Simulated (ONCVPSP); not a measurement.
What one change does to a pseudopotential (Ge (Z = 32), ONCV)

ONCVPSP 4.0.1 input, shortened (lines: element, Z, core and valence counts, functional; n l f; lmax; l rc ep ncon nbas qcut; lloc lpopt rc5 dvloc0; l nproj debl; icmod fcfact rcfact), PBE, non-relativistic:

```
  Ge 32.00    3    5        4      upf
    1    0    2.00
    2    0    2.00
    2    1    6.00
    3    0    2.00
    3    1    6.00
    3    2   10.00
    4    0    2.00
    4    1    1.00
    2
    0    1.15    0.00    5    9    9.80
    1    1.35    0.00    3    7   11.40
    2    0.80    0.00    3    8   20.40
    4    5    0.50    2.00
    0    2    2.50
    1    3    3.20
    2    2    3.40
    0    0.00    0.00
```

Change: s: rc 1.68.

Cutoffs: the cutoffs (Ha) at which the residual kinetic energy of the hardest occupied pseudo-wave falls to 1 and 0.1 mHa per electron; they do not see the model core or the augmentation charge, which bear on the density cutoff. Errors are all-electron minus pseudo energies relative to the spin-unpolarised reference configuration.

Problem. How do hardness, ghosts and transferability respond?

Solution. The potential gets neither clearly harder nor softer (154 Ha and 174 Ha → 154 Ha and 174 Ha); the d channel sets the loose cutoff, while the largest relative change is in s, which becomes softer; the errors of the 4 common tests hardly move; neither file shows a bound ghost.

```tsv
quantity	base	changed
cutoff, loose	154 Ha	154 Ha
cutoff, tight	174 Ha	174 Ha
loose cutoff by channel	s 39 Ha, p 45 Ha, d 154 Ha	s 24 Ha, p 45 Ha, d 154 Ha
bound ghosts	none	none
GHOST(+) flags under 300 eV	none	s at 191.7 eV
error for 3s2 3p6 3d10 4s2 4p2, meV [ΔE -7.48 eV]	0.0	+0.1
error for 3s2 3p6 3d10 4s2 4p0, meV [ΔE 15.45 eV]	0.0	+0.1
error for 3s2 3p6 3d10 4s1 4p0, meV [ΔE 49.69 eV]	+0.3	+0.5
error for 3s2 3p6 3d10 4s1 4p2, meV [ΔE 8.30 eV]	+0.2	0.0
p: phases at 1.37 bohr within 0.05 rad from the reference energy up to (Ha; the scan ends near 5)	to the end of the scan	to the end of the scan
d: phases at 0.81 bohr within 0.05 rad from the reference energy up to (Ha; the scan ends near 5)	to the end of the scan	to the end of the scan
```
